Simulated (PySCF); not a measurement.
NP, SMILES N#P.

The structure is a stationary point at B3LYP-D3(BJ)/def2-TZVPD.

Lowest vertical singlet excitation by several levels in PySCF, with rough processor times relative to the cheapest run on one machine. Each run also gave further roots (ADC and EOM-CCSD ionised and attached states too); roots are paired by order and the bases differ. EOM-CCSD serves as a yardstick, not as the true value; all levels that ended soundly for this molecule are listed, with differences from unrounded values.

| level | relative cost | S1 (eV) | S1 minus EOM-CCSD (eV) |
|---|---|---|---|
| TDDFT-PBE/def2-TZVPD | 1 | 4.89 | -0.49 |
| TDDFT-PBE0/def2-TZVPD | 2 | 4.76 | -0.62 |
| TDDFT-LC-ωPBE/def2-TZVPD | 2 | 4.63 | -0.75 |
| EOM-CCSD/aug-cc-pVDZ | 2 | 5.37 | 0.00 |
| ADC(3)/aug-cc-pVDZ | 20 | 4.92 | -0.46 |
